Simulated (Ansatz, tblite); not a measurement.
Forces on the cluster Rh₅⁻ at its B3LYP-D4/def2-SVPD geometry. The state is a singlet with charge -1.

In the def2 sets Rh takes a core potential; there is no spin–orbit coupling. The xTB rows come from tblite. At PBE-D4/def2-TZVPD the restricted singlet is unstable: a solution with broken spin symmetry lies lower. At PBE-D4/def2-TZVPD the highest occupied level of the charge -1 singlet lies above zero (up to 0.78 eV). The electron is either unbound and held by the finite basis, or the level is raised by self-interaction error. No other spin state of charge -1 was run. The geometry of the singlet was relaxed on an unsound state (restricted singlet, unstable towards broken spin symmetry at other levels and untested here). The structure comes from a short search, and lower isomers may exist.

GFN1-xTB (tblite), largest force 1.12 eV/Å:

```xyz
5
positions Å, forces eV/Å
Rh   -0.351   -1.403   -0.387    0.167    0.650    0.180
Rh    0.433    0.617   -1.501   -0.185   -0.263    0.644
Rh   -1.604    0.936   -0.167    0.981   -0.515    0.115
Rh   -0.296   -0.069    1.652    0.128    0.032   -0.707
Rh    1.818   -0.082    0.402   -1.091    0.096   -0.231
```

GFN2-xTB (tblite), largest force 1.68 eV/Å:

```
Rh -0.369 -1.500 -0.412
Rh 0.494 0.927 -1.306
Rh -0.824 0.401 -0.103
Rh -0.187 0.285 1.641
Rh 0.887 -0.114 0.180
```

PBE-D4/def2-TZVPD (Ansatz), largest force 0.28 eV/Å:

```
Rh 0.047 0.215 0.058
Rh -0.040 -0.061 0.124
Rh 0.236 -0.155 0.021
Rh 0.022 -0.002 -0.142
Rh -0.264 0.002 -0.061
```
